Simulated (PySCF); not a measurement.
SMILES C(=O)(OB(OC)OC(C)=O)C, GFN2-xTB optimised geometry.

```
20

B     -1.19     0.76     0.00
O     -1.83    -0.46    -0.16
C     -1.29    -1.68     0.04
C     -2.23    -2.76    -0.42
O     -0.21    -1.87     0.53
H     -1.80    -3.74    -0.21
H     -2.41    -2.65    -1.49
H     -3.18    -2.65     0.09
O      0.20     0.76     0.00
C      1.07     1.47     0.72
C      2.49     1.14     0.33
O      0.75     2.25     1.58
H      3.18     1.73     0.93
H      2.63     1.33    -0.72
H      2.65     0.08     0.51
O     -2.02     1.80     0.00
C     -1.66     3.17     0.04
H     -1.07     3.40     0.93
H     -1.09     3.44    -0.85
H     -2.59     3.74     0.05
```

Density from PBE0/def2-SVP in PySCF 2.14.0 at that geometry.

Minimum of the electron density along straight lines between bonded atoms, close to the bond critical point (lines longer than 1.1 times the sum of covalent radii, or with two minima, are not listed):

```
bond     length / Å  ρ at the minimum / e bohr⁻³  ∇²ρ there / e bohr⁻⁵  position (fraction from the first atom)
-------  ----------  ---------------------------  --------------------  ---------------------------------------
B1–O2         1.386                        0.189                  0.94                                     0.33
O2–C3         1.351                        0.292                 -0.35                                     0.67
C3–C4         1.504                        0.261                 -0.64                                     0.52
C3–O5         1.197                        0.425                  0.39                                     0.33
C4–H6         1.085                        0.279                 -1.05                                     0.64
C4–H7         1.087                        0.275                 -1.01                                     0.63
C4–H8         1.087                        0.276                 -1.02                                     0.63
B1–O9         1.388                        0.186                  0.94                                     0.33
O9–C10        1.340                        0.294                 -0.23                                     0.67
C10–C11       1.501                        0.262                 -0.65                                     0.53
C10–O12       1.201                        0.422                  0.34                                     0.33
C11–H13       1.085                        0.279                 -1.05                                     0.64
C11–H14       1.087                        0.275                 -1.01                                     0.63
C11–H15       1.088                        0.275                 -1.03                                     0.64
B1–O16        1.330                        0.220                  1.24                                     0.33
O16–C17       1.417                        0.242                 -0.24                                     0.66
C17–H18       1.092                        0.285                 -1.13                                     0.65
C17–H19       1.093                        0.281                 -1.06                                     0.63
C17–H20       1.089                        0.285                 -1.10                                     0.64
```
